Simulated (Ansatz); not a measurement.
Geometry optimisation, RKS PBE/def2-mTZVP in Ansatz 0.2.0.

input.yaml

```yaml
crystal:
  periodic: [false, false, false]
  atoms:
    - { symbol: "N", position_ang: [1.7286, -0.6379, -0.8706] }
    - { symbol: B, position_ang: [0.6107, -0.7356, 0.1934] }
    - { symbol: C, position_ang: [-0.6266, 0.2569, 0.2289] }
    - { symbol: C, position_ang: [-1.7303, 0.6387, 0.919] }
    - { symbol: Te, position_ang: [-1.4506, 1.8435, -0.6534] }
    - { symbol: H, position_ang: [2.0743, 0.3872, -0.8053] }
    - { symbol: H, position_ang: [1.223, -0.6512, -1.8024] }
    - { symbol: H, position_ang: [0.7392, -1.5761, 0.9918] }
    - { symbol: H, position_ang: [-2.4797, 0.4281, 1.7816] }
basis:
  gaussian: { orbitals: def2-mTZVP }
hamiltonian:
  xc: pbe
relax:
  f_tol: 0.02
  max_steps: 50
```

Command:

```bash
$ ansatz run input.yaml --threads 2 --pin off --max-ram 3072MiB --backend cpu --events-out ev --progress --plain --runs-dir out
```

**Question.** Where does it end, and by what steps?

**Answer.** It converged. After 14 steps the energy has fallen by 2.375 eV; H6 moved furthest, 1.27 Å.

| step | energy less start (eV) | largest force component (eV/Å) | accepted |
| --- | --- | --- | --- |
| 0 | 0.0000 | 4.794 | yes |
| 1 | -0.9069 | 1.365 | yes |
| 2 | -1.1194 | 0.676 | yes |
| 3 | -1.3420 | 0.641 | yes |
| 4 | -1.5787 | 1.264 | yes |
| 5 | -1.8514 | 1.299 | yes |
| 6 | -2.0319 | 0.937 | yes |
| 7 | -2.1611 | 1.912 | yes |
| 8 | -2.3209 | 0.388 | yes |
| 9 | -2.3272 | 1.465 | yes |
| 10 | -2.3623 | 0.303 | yes |
| 11 | -2.3734 | 0.123 | yes |
| 12 | -2.3734 | 0.086 | yes |
| 13 | -2.3744 | 0.052 | yes |
| 14 | -2.3746 | 0.017 | yes |

```xyz
9
Properties=species:S:1:pos:R:3
N 1.487 -0.369 -0.846
B 0.672 -0.599 0.262
C -0.655 0.143 0.401
C -1.787 0.542 0.872
Te -1.754 1.721 -0.938
H 2.381 -0.829 -0.996
H 1.225 0.287 -1.582
H 1.006 -1.379 1.114
H -2.487 0.437 1.697
```

Whether the end is a true minimum wasn't checked by a vibrational analysis.

The run took 76 s on 2 threads of Arm Neoverse N1 (shared host), peak memory 0.17 GiB.
